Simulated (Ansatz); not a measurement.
`OBC#CO` + BH₃ → `BC#CBO` + H₂O  (formal exchange of groups at a C–O bond)

Calculated with Ansatz (gas phase, PBE0-D4/def2-TZVP geometries, no zero-point term in ΔE). CCSD(T)/CBS is the MP2 limit (def2-TZVPP, def2-QZVPP) plus CCSD(T) − MP2 in def2-TZVPP, frozen cores. This one scheme is used for every species. Functionals use def2-TZVPP. B3LYP here is the variant with VWN-RPA as its local correlation; programs differ in this. Each species was taken in one conformer, which may not be the lowest.

`OBC#CO`:

Cartesian coordinates in Å:
```
O 1.005 -1.112 1.714
B -0.049 -1.145 0.859
C -0.282 -0.070 -0.180
C -0.497 0.772 -1.023
O -0.797 1.627 -1.946
H 1.567 -0.344 1.580
H -0.795 -2.073 0.966
H -0.153 2.345 -1.971
```

BH₃:

```xyz
4

B     0.000    0.000    0.000
H    -0.750   -0.752   -0.545
H     0.448    0.932   -0.596
H     0.302   -0.180    1.140
```

`BC#CBO`:

```xyz
9

B    -1.350   -1.256   -1.746
C    -0.601   -0.492   -0.708
C     0.024    0.128    0.139
B     0.721    0.942    1.211
O     2.036    0.741    1.447
H    -1.412   -0.836   -2.862
H    -1.885   -2.282   -1.455
H     0.087    1.751    1.830
H     2.380    1.305    2.143
```

H₂O:

```xyz
3

O    -0.217   -0.313   -0.082
H    -0.318    0.291    0.657
H     0.535    0.022   -0.575
```

Question: Is it downhill or uphill in electronic energy at CCSD(T)/CBS, and by how much? (Estimate.)

Answer: Ansatz gave: Downhill: ΔE = -1.64 eV.

Question: What do these levels give: r2SCANh-D4, BHLYP-D4, B2PLYP, PBE0, B3LYP, r2SCAN0, BHLYP, LC-ωPBE, HF/def2-TZVPP, HF/def2-QZVPP, MP2/def2-QZVPP, CCSD/CBS(def2)? (Estimate.)

Answer: The calculation gave: r2SCANh-D4 -1.56, BHLYP-D4 -1.54, B2PLYP -1.56, PBE0 -1.51, B3LYP -1.54, r2SCAN0 -1.54, BHLYP -1.52, LC-ωPBE -1.42, HF/def2-TZVPP -1.46, HF/def2-QZVPP -1.47, MP2/def2-QZVPP -1.63, CCSD/CBS(def2) -1.63 eV.

Largest T1 diagnostic among the species: 0.016.

In def2-TZVPP, CCSD(T) changes the Hartree–Fock value by −0.11 eV (the triples alone add −0.01 eV) and MP2 by −0.13 eV. At CCSD(T), def2-SVP lies +0.26 eV from the extrapolated value and def2-TZVPP +0.07 eV.
